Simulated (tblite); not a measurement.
Compound: C8H5 (doublet state).
InChI=1S/C8H5/c1-2-8-6-4-3-5-7-8/h1,4-7H

Level: GFN2-xTB in tblite, geometry and Hessian alike; calculated harmonic values, unscaled, isolated species. The method is semi-empirical: single wavenumbers can be off by several per cent or more. Open shells enter through the occupations alone, without spin polarisation, and single modes of such species can be off by tens of per cent.

Harmonic wavenumbers (cm⁻¹): 132.1, 135.6, 326.3, 327.8, 447.7, 454.1, 464.0, 562.1, 607.5, 664.5, 670.2, 743.8, 772.6, 825.9, 889.0, 899.5, 967.1, 1080.3, 1110.1, 1162.8, 1219.0, 1232.2, 1274.0, 1374.1, 1426.4, 1527.1, 1589.8, 2259.3, 3067.5, 3067.9, 3077.4, 3078.7, 3393.6.

A = 5686, B = 1628, C = 1266 MHz; mass 101.039 u (most abundant isotopes); point group C2v, symmetry number 2; spin multiplicity 2.

Task: Zero-point energy?

Result: Half the sum of the wavenumbers: 20415 cm⁻¹ = 244.22 kJ/mol.

Task: Give the ideal-gas entropy at 350 K and 1 bar in the rigid-rotor, harmonic-oscillator model (classical rotation).

Result: Translation 169.75, rotation 112.17, vibration 72.31, spin (R ln 2) 5.76: S = 360.0 J/(mol K).

Task: And Cp and H(350 K) − H(0)?

Result: Cp = 134.53 J/(mol K), of which vibrations give 101.27 (their classical limit is 33 R = 274.4); H(350 K) − H(0) = 27.04 kJ/mol without the zero-point energy, 15.40 from vibrations.

Task: Blend soft modes into free rotors: weight 1/[1 + (100 cm⁻¹/ν̃)⁴] for the oscillator and the rest for a rotor with moment μB/(μ + B), μ = h/(8π²ν), B = 10⁻⁴⁴ kg m². What vibrational entropy results?

Result: 71.41 J/(mol K) in place of 72.31, which changes −T·S at 350 K by +0.31 kJ/mol.

Task: What must be added to the electronic energy to get the Gibbs energy at 350 K and 1 bar?

Result: ZPE + [H(350 K) − H(0)] − T·S = 244.22 + 27.04 − 126.00 = 145.26 kJ/mol.

Task: How do the functions run with temperature in this model?

Result: 
```json
{"T (K)": "100", "S (J/(mol K))": "255.3", "Cp (J/(mol K))": "50.9", "H − H(0) (kJ/mol)": "3.97", "G − H(0) (kJ/mol)": "-21.56", "ln q(vib)": "0.34"}
{"T (K)": "200", "S (J/(mol K))": "300.0", "Cp (J/(mol K))": "83.3", "H − H(0) (kJ/mol)": "10.61", "G − H(0) (kJ/mol)": "-49.39", "ln q(vib)": "1.34"}
{"T (K)": "300", "S (J/(mol K))": "340.5", "Cp (J/(mol K))": "118.4", "H − H(0) (kJ/mol)": "20.72", "G − H(0) (kJ/mol)": "-81.44", "ln q(vib)": "2.67"}
{"T (K)": "500", "S (J/(mol K))": "415.0", "Cp (J/(mol K))": "173.9", "H − H(0) (kJ/mol)": "50.34", "G − H(0) (kJ/mol)": "-157.14", "ln q(vib)": "5.77"}
{"T (K)": "800", "S (J/(mol K))": "508.2", "Cp (J/(mol K))": "221.7", "H − H(0) (kJ/mol)": "110.43", "G − H(0) (kJ/mol)": "-296.16", "ln q(vib)": "10.62"}
{"T (K)": "1000", "S (J/(mol K))": "559.9", "Cp (J/(mol K))": "241.2", "H − H(0) (kJ/mol)": "156.83", "G − H(0) (kJ/mol)": "-403.09", "ln q(vib)": "13.68"}
```

q(vib) and H(0) count from the zero-point level.

Hindered rotation and anharmonicity are outside this model.
